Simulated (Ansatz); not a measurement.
Reaction: H2Te (SMILES [TeH2]) → H2Te+ (parent SMILES [TeH2], doublet) + e-
Each species at its own B3LYP-D3(BJ)/def2-TZVP minimum (Ansatz, a program for electronic structure).

Total energies in hartree (Ansatz). UHF or UKS for unpaired electrons; spin-orbit terms are left out. Correlated methods leave the cores frozen (noble-gas shells, and filled d and f shells in the p block). Past Kr the def2 sets carry scalar-relativistic core potentials. Spin-orbit terms, left out, reach several kcal/mol for Br and I, and more for heavier atoms. The spin of H2Te+ (parent SMILES [TeH2], doublet) was assumed, and the state is the lowest solution found for it.

```csv
species,HF/def2-TZVPP,CCSD(T)/def2-TZVPP,HF/def2-QZVPP,CCSD(T)/def2-QZVPP,CCSDT(Q)/def2-QZVPP
1: H2Te (SMILES [TeH2]),-268.15339,-268.33070,-268.15549,-268.34738,-268.34841
"2: H2Te+ (parent SMILES [TeH2], doublet)",-267.85810,-268.00405,-267.86017,-268.01636,-268.01725
```

Task: Work out the adiabatic ionisation energy (electronic) in eV: take Hartree-Fock from def2-QZVPP, extrapolate the CCSD(T) correlation energy as X^-3 (X = 3, 4), and add CCSDT(Q) - CCSD(T) in def2-QZVPP. 1 hartree = 27.211 eV.

Result: 
Species 1: correlation (64·(-0.19189) - 27·(-0.17731))/37 = -0.20253; step -0.00103; E1 = -268.15549 + (-0.20253) + (-0.00103) = -268.35905
Species 2: correlation (64·(-0.15619) - 27·(-0.14595))/37 = -0.16366; step -0.00089; E2 = -267.86017 + (-0.16366) + (-0.00089) = -268.02472
-1·E1 +1·E2 = 0.33433 hartree = 9.10 eV.
